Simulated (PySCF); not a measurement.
# XPS shifts beside NMR shieldings

Species: C5H10F2OSi.
Z-matrix (Å and degrees, PBE0-D3(BJ)/def2-SVP geometry), rows numbered from 1:
```
F 
C   1  1.3569
F   2  1.3347  1  106.92
O   2  1.3459  1  111.21  3  -117.82
C   4  1.4311  2  117.41  1   -88.64
C   5  1.5315  4  111.32  2    68.79
C   6  1.5365  5  108.71  4    62.97
Si  7  1.9034  6  103.78  5    33.15
C   5  1.5240  4  105.03  2  -174.27
H   2  1.1078  1  107.67  3   117.74
H   5  1.1074  4  108.32  2   -53.90
H   6  1.1011  5  111.47  4   -61.25
H   6  1.1033  5  107.02  4  -177.48
H   7  1.0995  6  112.18  5   156.67
H   7  1.1007  6  109.93  5   -83.82
H   8  1.4963  7  113.80  6   109.41
H   8  1.4925  7  113.63  6  -126.06
H   9  1.0989  5  111.07  4    47.50
H   9  1.1014  5  109.54  4   166.89
```

Binding energies: delta-SCF UKS SCAN, pcX-2 on the ionised atom, pcseg-1 elsewhere, spin-free X2C (PySCF 2.14.0). Shieldings: GIAO PBE0/pcSseg-1, non-relativistic, same geometry.

```json
{"atom": "C2", "isotropic shielding (ppm)": "62.0"}
{"atom": "C5", "isotropic shielding (ppm)": "102.2"}
{"atom": "C6", "isotropic shielding (ppm)": "148.8"}
{"atom": "C7", "isotropic shielding (ppm)": "181.8"}
{"atom": "C9", "isotropic shielding (ppm)": "166.5"}
```

What are the C 1s binding energies of these atoms?

| atom | environment | C 1s (eV) | isotropic shielding (ppm) |
| --- | --- | --- | --- |
| C7 | sp3 carbon bound to silicon | 290.07 | 181.8 |
| C9 | sp3 carbon bound to silicon | 290.26 | 166.5 |
| C6 | ring CH2 carbon | 290.83 | 148.8 |
| C5 | sp3 carbon bound to oxygen | 292.56 | 102.2 |
| C2 | CHF2 carbon | 297.11 | 62.0 |

Among the listed atoms, is the one with the highest binding energy also the least shielded?

Yes: C2 has both (297.11 eV, 62.0 ppm).

By binding energy: C7 < C9 < C6 < C5 < C2. By shielding: C2 < C5 < C6 < C9 < C7.

The structure is a single PBE0-D3(BJ)/def2-SVP conformer in the gas phase; no vibrational or solvent corrections.
